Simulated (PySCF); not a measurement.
A calculated (PBE0, PySCF 2.14, cc-pVDZ-X2C, the spin-free X2C one-electron Hamiltonian (Gaussian nucleus)) atom or ion has these occupied shells.

```
shell  electrons  orbital energy (eV)  rms radius, mean of both spins (bohr)
 1s α          1             -61223.5                                 0.0223
 1s β          1             -61223.4                                 0.0223
 2s α          1             -10427.6                                 0.0901
 2s β          1             -10427.6                                 0.0901
 2p α          3              -9216.9                                 0.0815
 2p β          3              -9216.9                                 0.0815
 3s α          1              -2386.1                                  0.231
 3s β          1              -2385.5                                  0.231
 3p α          3              -2017.5                                  0.232
 3p β          3              -2016.9                                  0.232
 3d α          5              -1556.6                                  0.212
 3d β          5              -1556.0                                  0.212
 4s α          1              -497.58                                  0.518
 4s β          1              -496.28                                  0.518
 4p α          3              -375.25                                  0.552
 4p β          3              -373.94                                  0.552
 4d α          5              -210.74                                  0.603
 4d β          5              -209.29                                  0.603
 5s α          1              -80.522                                   1.27
 5s β          1              -79.897                                   1.27
 5p α          3              -50.854                                   1.49
 5p β          3              -50.351                                   1.49
 4f α          7              -30.957                                  0.831
 4f β          6              -29.877                                  0.831
 6s α          1              -18.206                                   3.60
```

(1) Name the element and its charge.

Answers

(1) Yb²⁺ (ytterbium, charge +2), in [Xe] 4f13 6s1, high-spin 3F determinant (an excited configuration).
